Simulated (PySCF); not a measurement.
Levels of Ba⁴³⁺ from EOM-EA-GCCSD

Reference: closed-shell Ba⁴⁴⁺, [Ne] 3s2; one electron is added. Calculated with PySCF 2.14, two-component X2C-1e with screened spin-orbit coupling, an even-tempered Gaussian basis (18 s from 3.5 bohr⁻², ratio 2.6; 14 p from 4.6 bohr⁻², ratio 2.6; 6 d from 4.7 bohr⁻², ratio 2.8; 4 f from 66 bohr⁻², ratio 2.8); frozen 1s2; the 54 highest virtual spinors dropped; of the others 56 kept and the rest restored at second order. No Breit or QED terms. Binding energies in eV.

```
level  Koopmans  second order  EOM-CCSD
3p1/2    3363.8        3365.8    3365.3
3p3/2    3263.5        3265.9    3266.0
3d3/2    3105.9   near a pole    3101.4
```

Electric-dipole lines between these computed levels:

| lower | upper | ΔE (eV) | vacuum wavelength (nm) |
| --- | --- | --- | --- |
| 3p1/2 | 3d3/2 | 263.88 | 4.698 |
| 3p3/2 | 3d3/2 | 164.53 | 7.536 |

In EOM-CCSD the overlap with the one-orbital guess is low for 3d3/2 (weight 0.82). That can mean mixing with two-particle, one-hole states, where second order and EOM-CCSD lose accuracy, or only a rotation among the degenerate components of the shell; the terms of those configurations are not listed.

For comparison, the ionisation energy of Ba⁴³⁺ is 3363 ± 4 eV (theoretical estimate listed by NIST; NIST Atomic Spectra Database, ionization energies).

Only part of the computed levels is shown.
